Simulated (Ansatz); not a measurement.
Clusters of 7 atoms, II-VI: gap (eV) at several levels, gas phase, relaxed structures; Ansatz. Clusters are the lowest isomers that short searches found in that spin, judged at the geometry's level. Core potentials for Cd, Sr, Te in the def2 sets, no spin–orbit coupling. HOMO and LUMO are taken over both spins. Singlets are spin-restricted. The structures are stationary points that may keep the symmetry of their start.

| species | state | geometry | PBE-D4/def2-SVP | PBE-D4/def2-TZVP | r2SCAN-D4/def2-TZVP | PBE0-D4/def2-SVP |
| --- | --- | --- | --- | --- | --- | --- |
| Be4Se3⁺ | doublet | B3LYP-D4/def2-SVP | 0.87 | 0.99 | 1.62 | 2.43 |
| Ca4Se3 | singlet | PBE-D4/def2-SVP | 1.23 | 1.21 | 1.39 | 2.18 |
| Ca4O3⁺ | doublet | PBE0-D4/def2-SVP | 0.70 | 0.73 | 1.12 | 1.90 |
| Sr3S4 | singlet | PBE-D4/def2-SVP | 1.86 | 1.87 | 2.51 | 3.31 |
| Cd3Te4 | singlet | PBE-D4/def2-SVP | 1.73 | 1.79 | 2.05 | 3.20 |
| Cd3S4 | singlet | PBE-D4/def2-SVP | 2.43 | 2.45 | 2.80 | 4.18 |
| Mg4Te3⁺ | doublet | r2SCAN-D4/def2-SVP | 0.68 | 0.69 | 1.21 | 1.95 |

Task: Estimate the column for PBE0-D4/def2-TZVP.

Result: Be4Se3⁺ 2.58; Ca4Se3 2.16; Ca4O3⁺ 1.94; Sr3S4 3.32; Cd3Te4 3.26; Cd3S4 4.21; Mg4Te3⁺ 1.96.
